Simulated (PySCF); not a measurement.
Functional dependence of a UV spectrum

Species: CH7PSSi.
Geometry (PBE0-D3(BJ)/def2-SVP, Å), atoms numbered from 1 in this order:
```xyz
11
CH7PSSi angstrom
C     -2.3937    0.0415    0.0398
S     -0.9254    0.7949    0.8118
Si     0.6226   -0.2369   -0.2454
P      2.5628    0.6123    0.5500
H     -2.4180    0.2278   -1.0433
H     -2.4396   -1.0392    0.2347
H     -3.2688    0.5203    0.4996
H      0.5955   -1.7061    0.0391
H      0.4478   -0.0566   -1.7222
H      3.3280   -0.0102   -0.4855
H      2.4142    1.8341   -0.1753
```

Linear-response calculations in the def2-SVPD basis (PySCF; singlets by full response, triplets Tamm–Dancoff, core orbitals frozen in the response; HF means time-dependent Hartree–Fock). 'Strongest' is the level of largest summed f among the singlets computed (10 roots, of which the last may lack a degenerate partner); it can jump between rows when another state enters that window. S1 is the lowest singlet of each run and needn't be the same state throughout; f(S1) is that of one state. One conformer (not necessarily the lowest) at the PBE0-D3(BJ)/def2-SVP geometry, without solvent, vibrations or thermal averaging.

| functional | kind | S1 (eV) | f(S1) | strongest (eV) | T1 (eV) | HOMO (eV) | gap (eV) | ionisation energy, ΔSCF (eV) |
| --- | --- | --- | --- | --- | --- | --- | --- | --- |
| LDA | LDA | 4.77 | 0.002 | 6.37 | 4.59 | -5.85 | 4.69 | 8.99 |
| PBE | GGA | 4.88 | 0.002 | 6.47 | 4.64 | -5.79 | 4.81 | 8.87 |
| B3LYP | global hybrid, 20% exact exchange | 5.25 | 0.002 | 6.82 | 4.95 | -6.74 | 6.35 | 8.96 |
| PBE0 | global hybrid, 25% exact exchange | 5.38 | 0.003 | 6.84 | 5.04 | -6.98 | 6.80 | 8.98 |
| BHandHLYP | global hybrid, 50% exact exchange | 5.70 | 0.003 | 7.16 | 5.32 | -8.04 | 8.61 | 8.96 |
| wB97X-D | range-separated hybrid | 5.61 | 0.003 | 7.11 | 5.29 | -8.82 | 10.31 | 9.11 |
| LC-wPBE | range-separated hybrid | 5.83 | 0.003 | 7.38 | 5.36 | -9.67 | 11.46 | 9.17 |
| HF | Hartree–Fock | 6.27 | 0.004 | 7.72 | 5.62 | -9.75 | 12.11 | not settled |

Q: What does CAM-B3LYP (range-separated hybrid) give?

A: S1 (eV) 5.52, f(S1) 0.003, strongest (eV) 7.04, T1 (eV) 5.16, HOMO (eV) -8.28, gap (eV) 8.98, ionisation energy, ΔSCF (eV) 9.08. S1 runs from 4.77 eV (LDA) to 6.27 eV (HF), a spread of 1.50 eV, while the orbital gap spreads over 7.4 eV. Along PBE (0%), B3LYP (20%), PBE0 (25%), BHandHLYP (50%), HF (100%) S1 rises with the share of exact exchange. −ε(HOMO) comes closest to its own ΔSCF ionisation energy with wB97X-D (-0.30 eV) and misses most with LDA (-3.14 eV). 'Not settled' means that the ion's SCF failed to converge or may have ended in another state than the lowest.

Without π bonds the low states are Rydberg-like; a valence basis with one diffuse set may place them up to an eV too high.
